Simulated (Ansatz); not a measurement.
Born–Oppenheimer molecular dynamics of ClH₅W (7 atoms, charge 0, multiplicity 1). It starts from a relaxed structure.

These are results of RKS PBE0-D4/def2-SVP in Ansatz 0.2.0, not measurements.

| Quantity | Value |
| --- | --- |
| ensemble | NVE (velocity Verlet) |
| time step | 0.5 fs |
| steps asked | 250 |
| starting velocities drawn for | 300 K |
| seed | 854138 |

First frame:

```xyz
7
Properties=species:S:1:pos:R:3
W 0.000 0.000 0.531
Cl 0.000 0.000 2.863
H 1.397 0.000 -0.393
H 0.000 1.397 -0.393
H -1.397 0.000 -0.393
H 0.000 -1.397 -0.393
H 0.000 0.000 -1.154
```

(1) How far do the bonds stretch over the last three quarters of this one trajectory? (Pairs bonded in most of those frames.)

## Answers

(1) 
| bond | mean (Å) | spread (Å) | shortest | longest |
| --- | --- | --- | --- | --- |
| W1–Cl2 | 2.278 | 0.030 | 2.23 | 2.31 |
| W1–H3 | 1.673 | 0.035 | 1.61 | 1.74 |
| W1–H4 | 1.664 | 0.024 | 1.62 | 1.70 |
| W1–H5 | 1.705 | 0.018 | 1.66 | 1.74 |
| W1–H6 | 1.693 | 0.021 | 1.66 | 1.73 |
| W1–H7 | 1.704 | 0.031 | 1.64 | 1.75 |

Mean temperature of the second half: 637 K. The conserved energy stayed within 0.051 meV per atom of its start (net change 0.032 meV per atom), so the integration is sound. The kinetic energy rose, since the run started high on the potential surface and went downhill. A run of 0.12 ps of so small a system gives no equilibrium averages.

Run time: 13 min on 1 thread of Arm Neoverse V2, on a shared host, peak memory 0.14 GiB.
